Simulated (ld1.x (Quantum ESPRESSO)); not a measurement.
## Scattering properties, TM potential for Ti (Z = 22)

```json
{
 "Element": "Ti",
 "Generator": "ld1.x (Quantum ESPRESSO) 7.5",
 "Type": "norm-conserving Troullier–Martins (Kleinman–Bylander form)",
 "Functional": "PBE",
 "Relativity": "scalar-relativistic",
 "Frozen core": "[Ne] 3s2",
 "Valence charge": "10",
 "Reference configuration": "3p6 3d2 4s2 4p0",
 "Partial waves": "4s (bound): rc 2.05 bohr; 3p (bound): rc 1.05 bohr; 3d (bound): rc 1.40 bohr",
 "Local potential": "all-electron potential smoothed inside 1.50 bohr (lloc = -2)",
 "Core correction": "a·sin(br)/r model core inside 1.05 bohr"
}
```

The phase is arctan(r·u′/u) with u = r·R(r), unwrapped; energies in Ry, scanned from -5 to 5 Ry. A pole is an energy at which the radial function vanishes at the test radius. The pseudo phase is shifted by a multiple of π to meet the all-electron one at the reference energy, and phase errors are pseudo minus all-electron; the curves can meet again beyond the range given. Levels narrower than the energy grid can be missing from the lists of poles. n/a: not evaluated, since a narrow level or a reset projector energy made the automatic matching unsafe.

**Question.** For each channel, where are the poles, and over which energies does the pseudopotential scatter like the atom?

**Answer.**

```tsv
channel	radius (bohr)	reference energy (Ry)	poles, all-electron	poles, pseudo	unbroken range about the reference energy with phases within 0.05 rad	phase error 1 Ry above the reference energy (rad)
s	2.26	-0.33	-4.51, 4.32	4.89	n/a	n/a
p	2.26	-2.86	-2.68	-2.68	below 1.1	+0.001
d	2.26	-0.31	0.19	0.20	below 2.2	+0.004
```

Note: ghost state, extra bound levels that the all-electron valence spectrum of the same l lacks: s at -8.6 eV. A true bound ghost makes a file unfit for plane-wave use.

Phases in the p channel:

```
E (Ry)  all-electron  pseudo
 -5.00         1.341   1.341
 -4.48         1.317   1.317
 -3.96         1.276   1.276
 -3.44         1.165   1.165
 -2.92        -0.978  -0.978
 -2.40        -1.698  -1.697
 -1.88        -1.788  -1.788
 -1.36        -1.848  -1.847
 -0.84        -1.912  -1.910
 -0.32        -1.999  -1.995
  0.20        -2.139  -2.131
  0.72        -2.413  -2.390
  1.24        -3.008  -2.950
  1.76        -3.789  -3.730
  2.28        -4.217  -4.185
  2.80        -4.417  -4.397
  3.32        -4.526  -4.511
  3.84        -4.595  -4.583
  4.36        -4.645  -4.634
  4.88        -4.683  -4.673
```
